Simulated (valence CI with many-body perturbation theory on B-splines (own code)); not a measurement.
The numbers below are computed, except where a source is named.
Mo10+: what the settings do

Level of theory: relativistic CI+MBPT: four valence electrons over a frozen Dirac-Fock core [Ar] 3d10, radial functions for each j: 6 s, 6 p, 5 d, 3 f, 1 g, with the one-electron correlation potential Σ1 (screened to all orders), the two-electron term Σ2, the three-electron term Σ3, Breit, model QED; selected single and double excitations, second order for the rest, scaled by the run's own slope (own B-spline code, finite nucleus).

No measured levels were compared; by estimate levels hold to about 250 cm⁻¹ or 0.2 % of their energy and the worst to 1 %, as in measured heavy ions of charge 2 to 7; those with d or f electrons hold less well.

The reference run has the lowest level 4s²4p² ³P_0 and an ionisation energy of 209.245 eV. Its largest variational space holds 9962 state functions.

Names give the largest LS component (configuration and term), which can be under half, so a name can repeat, a term be missing and a line seem to break the LS rules; names also repeat where a configuration has a term twice.

| Level | Reference (cm⁻¹) | Shift (cm⁻¹) |
| --- | --- | --- |
| 4s²4p² ³P_1 | 17583 | -9.2 |
| 4s²4p² ³P_2 | 27173 | -0.9 |
| 4s²4p² ¹D_2 | 54854 | +8.1 |
| 4s²4p² ¹S_0 | 85159 | +55 |
| 4s4p³ ⁵S°_2 | 200635 | -80 |
| 4s4p³ ³D°_1 | 250257 | -23 |
| 4s4p³ ³D°_2 | 251265 | -25 |
| 4s4p³ ³D°_3 | 258251 | -30 |
| 4s4p³ ³P°_0 | 284017 | +9.0 |
| 4s4p³ ³P°_1 | 286495 | +4.9 |
| 4s4p³ ³P°_2 | 289425 | -0.5 |
| 4s4p³ ¹D°_2 | 320142 | +3.1 |

The ionisation energy moves by -0.011 eV.

(1) Which of these changes was made?
A. cutoff of virtual states (hartree) 3528 → 1320
B. hole-hole ladder in Σ2 on → off
C. scale of Σ1 1 → 0; Breit term on → off; QED terms on → off

Results:

(1) B. hole-hole ladder in Σ2 on → off.
